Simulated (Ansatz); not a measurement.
Consider the formal hydrolysis of a Mo–Cl bond: `[O]=[Mo](=[S])([Cl])[Cl]` + H₂O → `[O]=[Mo]([OH])(=[S])[Cl]` + HCl.

Isolated molecules relaxed with PBE0-D4/def2-TZVP in Ansatz; ΔE leaves out vibrations. CCSD(T)/CBS is the MP2 limit (def2-TZVPP, def2-QZVPP) plus CCSD(T) − MP2 in def2-TZVPP, frozen cores. This one scheme is used for every species. Functionals use def2-TZVPP. Elements past krypton have def2 core potentials. For Mo outer-core shells are correlated without core-valence functions, which leaves a few kJ/mol of doubt a bond. Each species was taken in one conformer, which may not be the lowest.

`[O]=[Mo](=[S])([Cl])[Cl]`:

Cartesian coordinates in Å:
```
O 0.975 0.888 1.148
Mo 0.049 0.045 0.061
S 0.952 0.247 -1.817
Cl 0.023 -2.118 0.626
Cl -1.999 0.937 -0.018
```

H₂O:

Cartesian coordinates in Å:
```
O 0.006 -0.324 -0.215
H -0.161 -0.252 0.727
H 0.155 0.576 -0.511
```

`[O]=[Mo]([OH])(=[S])[Cl]`:

Cartesian coordinates in Å:
```
O -0.613 1.234 1.410
Mo -0.266 0.303 0.076
O 1.346 -0.570 0.356
S -1.806 -1.103 -0.184
Cl -0.168 1.616 -1.745
H 1.508 -1.479 0.086
```

HCl:

```xyz
2

Cl   -0.618    0.152   -0.059
H     0.618   -0.152    0.059
```

```tsv
species	BHLYP energy (Eh)
`[O]=[Mo](=[S])([Cl])[Cl]`	-1462.10871
H₂O	-76.42312
`[O]=[Mo]([OH])(=[S])[Cl]`	-1077.70484
HCl	-460.81707
```

Q: Work out ΔE.

A: ΔE = (-1077.70484) + (-460.81707) − (-1462.10871) − (-76.42312) = 0.00992 Eh = +26.0 kJ/mol. CCSD(T)/CBS gives +36.5 kJ/mol.

Largest T1 diagnostic among the species: 0.024, so the coupled-cluster value is less sure than usual.

From BLYP to BHLYP (50 % exact exchange), in def2-TZVPP and without D4, ΔE moves by +3.5 kJ/mol. The D4 term adds +3.4 kJ/mol with B3LYP and +1.8 kJ/mol with PBE0; it sums over pairs of atoms, weighted by their polarisabilities, and B3LYP, whose exchange is more repulsive, gets the larger term.

B3LYP here is the variant with VWN-RPA as its local correlation; programs differ in this.
